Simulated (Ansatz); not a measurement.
CH$_{7}$GaSSi (`[SiH3][CH](S)[GaH2]`), relaxed with RKS PBE0-D4/def2-TZVP in Ansatz from a GFN2-xTB geometry. The force threshold is 0.005 eV/Å; the program also tests the step.

The species carries charge 0 and has multiplicity 1.

Start:

```xyz
11

Si    1.315   -0.317    1.113
C     0.377    0.327   -0.411
S    -1.042    1.405    0.231
Ga   -1.207   -0.741   -1.000
H     2.441   -1.092    0.582
H     1.779    0.823    1.908
H     0.403   -1.155    1.902
H     1.003    0.977   -1.024
H    -1.334    1.992   -0.938
H    -1.734   -1.867   -0.081
H    -2.002   -0.352   -2.283
```

Q: By how much does the energy fall, and how many steps does the optimiser take? (An estimate is asked.)

A: Ansatz gave: 0.14 eV, in 8 steps.

Q: Which bonds change most? (An estimate is asked.)

A: Ansatz gave: S3–Ga4 from 2.479 to 2.580 Å; C2–S3 from 1.893 to 1.841 Å; Si1–C2 from 1.902 to 1.862 Å; Si1–H6 from 1.465 to 1.490 Å.

Q: Give the relaxed structure. (An estimate is asked.)

A: The calculation gave: 
```xyz
11

Si    1.290   -0.281    1.085
C     0.269    0.387   -0.322
S    -1.117    1.422    0.307
Ga   -1.173   -0.780   -1.038
H     2.260   -1.261    0.529
H     2.039    0.785    1.806
H     0.397   -0.965    2.058
H     0.872    0.961   -1.023
H    -1.411    2.064   -0.838
H    -1.679   -1.938   -0.122
H    -1.746   -0.394   -2.442
```
